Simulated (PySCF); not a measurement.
Ce²⁺: excitation energy

Ce²⁺ [Xe] 4f2 (high-spin determinant) → Ce²⁺ [Xe] 4f1 5d1 (high-spin determinant), as a difference of total energies. Computed with PySCF 2.14 in ANO-RCC-VTZP, with scalar relativity by spin-free X2C-1e. Correlated levels: valence: [Kr] 4d10 frozen. The calculations carry no spin-orbit coupling.

```
           method  excitation energy (eV)
              UHF                  -0.603
    MP2 (valence)                  -0.115
SCS-MP2 (valence)                  -0.262
   CCSD (valence)                  -0.193
CCSD(T) (valence)                  -0.156
```

Question: How much does correlation contribute at CCSD(T) (valence)?

Answer: -0.156 − (-0.603) = 0.447 eV, measured against UHF.

A first-order spin-orbit estimate (lowest level to lowest level, LS coupling) adds -0.028 eV.

The determinant of the lower state and of the upper state mixes LS terms, which raises its energy above the lowest term, most at the Hartree-Fock and MP2 levels.
